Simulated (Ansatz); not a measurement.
`CC(C)[O][AlH][F]` and `CC(C)[O][Al]([F])[Cl]` differ in one atom or group.

Ansatz, PBE0-D4/def2-TZVP geometries, multiplicity 1. Each molecule was computed in one conformer, which needn't be the lowest.

```json
{"property": "HOMO energy (B3LYP/def2-TZVPP) / eV", "`CC(C)[O][AlH][F]`": "-8.07"}
{"property": "LUMO energy (PBE/def2-TZVPP) / eV", "`CC(C)[O][AlH][F]`": "-1.18"}
{"property": "HOMO–LUMO gap (B3LYP/def2-TZVPP) / eV", "`CC(C)[O][AlH][F]`": "7.41"}
{"property": "HOMO–LUMO gap (ωB97M-V/def2-TZVPP) / eV", "`CC(C)[O][AlH][F]`": "11.78"}
{"property": "size of the dipole moment (PBE/def2-TZVPP) / D", "`CC(C)[O][AlH][F]`": "1.35"}
{"property": "LUMO energy (B3LYP/def2-TZVPP) / eV", "`CC(C)[O][AlH][F]`": "-0.65"}
```

(1) Give the same properties after the change, and the shifts. (An estimate is asked.)

## Answers

(1) Computed: 
```
                                      property  `CC(C)[O][Al]([F])[Cl]`  shift
           HOMO energy (B3LYP/def2-TZVPP) / eV                    -8.32  -0.25
             LUMO energy (PBE/def2-TZVPP) / eV                    -1.63  -0.45
         HOMO–LUMO gap (B3LYP/def2-TZVPP) / eV                     7.27  -0.14
       HOMO–LUMO gap (ωB97M-V/def2-TZVPP) / eV                    11.84   0.06
size of the dipole moment (PBE/def2-TZVPP) / D                     2.17   0.82
           LUMO energy (B3LYP/def2-TZVPP) / eV                    -1.06  -0.41
```

With PBE0 the HOMO falls by 0.29 eV and the LUMO falls by 0.36 eV, so the gap narrows by about 0.07 eV. PBE moves the HOMO by -0.24 eV and ωB97M-V by -0.28 eV. Dipoles are sizes alone; their direction can turn.

B3LYP here is the variant with VWN-RPA as its local correlation; programs differ in this.
